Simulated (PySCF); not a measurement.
# An isoelectronic set: 87 electrons

MP2 in PySCF with def2-SVPD on every atom (core potentials on Hg, Tl, Pb, Bi), for the lowest determinant that a PBE0 search found; no spin–orbit coupling. All have 87 electrons, 7 of them in the valence shells, and the same state, a quartet (σ ↑, π ↑↑). For ions De leads to the atom and ion picked by measured ionisation energies and electron affinities.

```tsv
species	difference of nuclear charges	Re (Å)	ωe (cm⁻¹)	k (mdyn/Å)	De (eV)	dissociates to
HgC⁻	74	2.491	232	0.358	n/a	Hg + C⁻
BePb⁻	78	2.513	380	0.735	1.04	Be + Pb⁻
TlC	75	2.319	431	1.24	2.52	Tl + C
BPb	77	2.243	594	2.18	2.26	B + Pb
TlN⁺	74	3.186	88.9	0.0610	n/a	Tl⁺ + N
BiB⁺	78	2.254	492	1.49	n/a	Bi⁺ + B
```

Task: Which member of the whole set has the stiffest bond, and how does it compare with the softest?

Result: BPb with k = 2.18 mdyn/Å, 36 times that of TlN⁺.

Correlated steps freeze the inner cores (1 to 5 orbitals); shallow outer-core shells are correlated. Correlated levels converge slowly with the basis: in double zeta they bind strong bonds too weakly, by up to about 1 eV, and carry superposition errors of some tenths. Spin–orbit coupling is left out, which matters for elements this heavy, above all for dissociation energies. For an ion De counts to the pair picked by the measured ionisation energies or electron affinities, which need not be the lowest pair at this level. States were picked by a PBE0 search and need not be the measured ground states.
